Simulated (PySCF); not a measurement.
The same groups moved round the core (cyclohexane cyano+boryl). Isolated molecules, 0 K electronic values unless said otherwise. One relaxed conformer stands for each flexible species; it need not be the lowest. Strings in code marks are SMILES.

These are PySCF with PBE-D3(BJ)/def2-TZVP // PBE0-D3(BJ)/def2-SVP values and carry that method's errors. All candidates: neutral, multiplicity 1. Excitations are Tamm–Dancoff values on a coarser integration grid. The basis has no diffuse functions, so Rydberg states are missing or too high.

The S1 excitation (TDA) is 4.57 eV, the HOMO is -7.41 eV and the LUMO comes out as -3.00 eV.

Identify which member has these values.
A) `B[C@@H]1CCCC[C@@H]1C#N`
B) `B[C@H]1CC[C@H](C#N)CC1`
C) `BC1(C#N)CCCCC1`
D) `B[C@@H]1CCC[C@@H](C#N)C1`

C, `BC1(C#N)CCCCC1`. The others give `B[C@@H]1CCCC[C@@H]1C#N`: 4.70 eV, -7.26 eV, -2.65 eV; `B[C@@H]1CCC[C@@H](C#N)C1`: 4.97 eV, -7.43 eV, -2.65 eV; `B[C@H]1CC[C@H](C#N)CC1`: 4.88 eV, -7.33 eV, -2.59 eV
